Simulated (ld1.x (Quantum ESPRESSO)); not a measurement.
Results of a calculation; reference values are marked as such.
**Pseudopotentials across the periodic table**

Generated with ld1.x 7.5 (TM, RRKJ, ultrasoft, PAW), atompaw 4.2 or ONCVPSP 4.0.1. The cutoff is in Ry: for ld1.x and atompaw files where the sum of valence levels is converged to 10 mRy in a Bessel basis, for ONCV files where the hardest occupied wave has 1 mHa per electron of residual kinetic energy. The error is the largest all-electron minus pseudo excitation energy over each file’s own four to seven test configurations (ionisations up to +4, promotions, holes and added fractions of an electron), all of which were solved. The labels leave out finer settings (local radius, basis sizes, second energies), which also bear on the numbers. Spin-polarised tests are not counted. The rows are a selection from randomly drawn settings: files with unsolved tests, undetermined cutoffs or missed reference levels are left out.

A true bound ghost makes a file unfit for plane-wave use even where its test errors are small: the radial tests pick states by their node count and pass the ghost by.

```tsv
element	potential	cutoff (Ry)	largest error (meV)	bound ghosts
Co	TM, PBE, scalar-relativistic, rc 2.40/2.10/1.50 (spd), local s, core correction no, reference 3d7 4s1 4p0	110	-334	none
Sr	TM, LDA (PZ), scalar-relativistic, rc 1.70/1.80/3.10 (spd), local p, core correction no, reference 4s2 4p6 4d0 5s0 5p0	45	+251	none
Tc	TM semilocal, BLYP, scalar-relativistic, rc 2.56/1.34/1.78 (spd), local s, core correction yes, reference 4p6 4d5 5s2 5p0	70	-90	none
Ba	TM, LDA (PZ), scalar-relativistic, rc 3.45/3.85/2.40 (spd), local s, core correction yes, reference 5d0 6s1.5 6p0	6	-51	none
Ta	RRKJ, PBE, scalar-relativistic, rc 2.65/2.10/2.00 (spd), local smoothed, core correction yes, reference 5p6 5d3 6s2 6p0	25	+265	s
Pb	TM semilocal, PW91, scalar-relativistic, rc 1.60/2.80/2.00 (spd), local d, core correction no, reference 5d10 6s1.75 6p2.25	50	-57	none
```

Problem. Fill in the row for P: TM, PBE, scalar-relativistic, rc 1.75/1.30/1.40 (spd), local d, core correction yes, reference 3s2 3p3.

Solution. cutoff 55 Ry, largest error +390 meV, bound ghosts: none.

Problem. Fill in the row for Co: PAW, revPBE, scalar-relativistic, rc 2.45/2.25/1.50 (spd), local smoothed, core correction yes, reference 3d7 4s1.75 4p0.

Solution. cutoff 50 Ry, largest error -98 meV, bound ghosts: none.

Problem. Fill in the row for Ga: TM, PBE, scalar-relativistic, rc 1.70/2.20 (sp), local s, core correction yes, reference 4s1 4p0.

Solution. cutoff 12 Ry, largest error -155 meV, bound ghosts: none.
